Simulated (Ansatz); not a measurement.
Ansatz (a quantum-chemistry and plane-wave program) input (RI-MP2/def2-TZVPPD):
A basis named .json is the Basis Set Exchange file of that set.

Ansatz 0.2 input:
```yaml
crystal:
  periodic: [false, false, false]
  atoms:
    - {symbol: C, position_ang: [-1.09455218, -0.09114862, -0.01737528]}
    - {symbol: Si, position_ang: [0.61143944, -0.03857235, 0.00849089]}
    - {symbol: H, position_ang: [-1.66910789, 0.83060455, -0.01332855]}
    - {symbol: H, position_ang: [-1.66876893, -1.00704325, -0.03827929]}
    - {symbol: H, position_ang: [1.34503774, 1.26334325, 0.03698700]}
basis:
  gaussian:
    orbitals: def2-TZVPPD.json
    fitting: {mean_field: def2-universal-jkfit, correlation: def2-TZVPPD-RIFIT.json}
magnetization: {spin_polarized: true, initial_magnetization: 1}
correlation: {method: mp2, electrons: outside_noble_gas}
```

Output:

```
Functional definition: HF
integrals: 0.05 GiB planned
257 factors; integrals over basis functions are off by at most 1.1e0 eV
348 factors; integrals over basis functions are off by at most 7.0e-1 eV
mean field: 0.22 GiB planned
mean field evaluation 1: about -8934.6353 eV, gradient 2.3e1 eV
mean field evaluation 2: about -8936.5991 eV, gradient 1.5e1 eV
mean field evaluation 4: about -8938.0109 eV, gradient 8.1e-1 eV
mean field evaluation 8: about -8938.0070 eV, gradient 4.6e-1 eV
mean field evaluation 16: about -8934.4679 eV, gradient 9.0e0 eV
mean field evaluation 32: about -8938.2397 eV, gradient 4.2e-6 eV
mean field evaluation 64: about -8937.2626 eV, gradient 8.1e-1 eV
mean field evaluation 96: about -8938.0423 eV, gradient 5.5e-1 eV
mean field evaluation 128: about -8937.9861 eV, gradient 3.6e-1 eV
mean field -8938.23966554 eV, -328.4742491521 hartree, gradient 3.0e-6 eV, S^2 1.184211; 10 other end points of the search recorded, 0 dependent functions left out
6 core orbitals not correlated
reference -8938.23966554 eV, -328.4742491521 hartree; 6, 5 occupied and 124, 125 virtual orbitals, 348 factors
second order -6.72846434 eV of doubles, -0.00000000 eV of singles
Total energy: -8944.96812988 eV, -328.7215156561 hartree
```

It need not be the lowest isomer of its formula.

The determinant is spin-contaminated: <S^2> is 1.18 against 0.75 for a pure state.
